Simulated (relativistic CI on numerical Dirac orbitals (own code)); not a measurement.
# Pr3+: M4,5 absorption edge

Computed with this model: Dirac-Coulomb-Breit CI, orbitals from a KLI potential per configuration, a model potential for QED, valence Slater integrals scaled by 0.9, multiplet model of core-to-valence dipole absorption; configurations [Xe] 4f2 → [Ar] 3d9 4s2 4p6 4d10 4f3 5s2 5p6; 300 K; Lorentzian 0.36 eV and Gaussian 0.4 eV FWHM. Energies are those of the free ion, without screening or charge transfer. The branching ratio is the share of the lower-energy edge in the whole absorption, uncertain by about 0.02 where the edges overlap. S is read from ⟨S²⟩ = S(S + 1).

Case free ion, the dichroism is that of the ground state at zero temperature, magnetised by magnetic field 10 T along z. The dichroism I(Δm = −1) − I(Δm = +1), over the sum of the three polarisations, integrates to 0.0329 on the lower edge and -0.1629 on the upper edge. The branching ratio is 0.517.

**Question.** Use the orbital sum rule with 12 holes to get ⟨Lz⟩.

**Answer.** For a d → f edge ⟨Lz⟩ = 3 × n_h × (sum of both integrals) in this sign convention = -4.68; the ground state itself has ⟨Lz⟩ = -4.78 and ⟨Sz⟩ = 0.78. The rule assumes one radial integral for both edges, which relativistic orbitals only approach.
